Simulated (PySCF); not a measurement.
## A computed series [M(NH2)4]−

Computed with PySCF 2.14.0, PBE0, def2-SVP on the ligands, density fitting, scalar-relativistic core potentials, no spin-orbit coupling, vacuum. Each member is relaxed from one template within its symmetry. Distances are means of the shortest metal–ligand contacts, charges and spins Mulliken's; removal energies are rigid, with the ligand's formal charge and no counterpoise, so too large; for an anion taken off a cation in vacuum most of it is the attraction of opposite charges, and multiply charged cations can part far more cheaply with an electron moved from ligand to metal. lcecp potentials hold a fixed number of 4f electrons in the core, out of states, spins and gaps.

| metal | basis on the metal | point group | M–NH2 (Å) | charge on M (e) | removal of one NH2 (eV) | strongest infrared band, degenerate modes summed (cm⁻¹) | unstable modes (below −25 cm⁻¹) |
| --- | --- | --- | --- | --- | --- | --- | --- |
| Y | def2-SVP with ECP28 | S4 | 2.230 | 0.55 | 5.30 | 493 | 0 |
| Pm | lcecp-1-SVP with ECP50 | S4 | 2.321 | 0.68 | 5.07 | – | not given |

Task: Order these by the M–NH2 distance, lowest first.
A. Yb, lcecp-1-SVP with ECP59
B. Ho, lcecp-1-SVP with ECP56
C. Gd, lcecp-1-SVP with ECP53
D. Bi, def2-SVP with ECP60
E. Ce, lcecp-1-SVP with ECP47

Result: A (2.206), B (2.241), C (2.280), D (2.294), E (2.370).

Task: What else do they give?

Result: 
```csv
metal,basis on the metal,point group,M–NH2 (Å),charge on M (e),removal of one NH2 (eV),"strongest infrared band, degenerate modes summed (cm⁻¹)",unstable modes (below −25 cm⁻¹)
Ce,lcecp-1-SVP with ECP47,S4,2.370,0.73,5.00,436,0
Gd,lcecp-1-SVP with ECP53,S4,2.280,0.65,5.20,–,not given
Ho,lcecp-1-SVP with ECP56,S4,2.241,0.62,5.28,–,not given
Yb,lcecp-1-SVP with ECP59,S4,2.206,0.59,5.38,–,not given
Bi,def2-SVP with ECP60,C2v,2.294,0.61,3.63,398,0
```

From Ce to Yb the M–NH2 distance shrinks by 0.16 Å, the lanthanide contraction, and the energy to remove one NH2 rises by 0.38 eV.

Moved off a saddle point of the template and relaxed again: Y, Ce, Pm, Gd, Ho, Yb, Bi. One start shape was tried for each, so a minimum needn't be the lowest isomer.
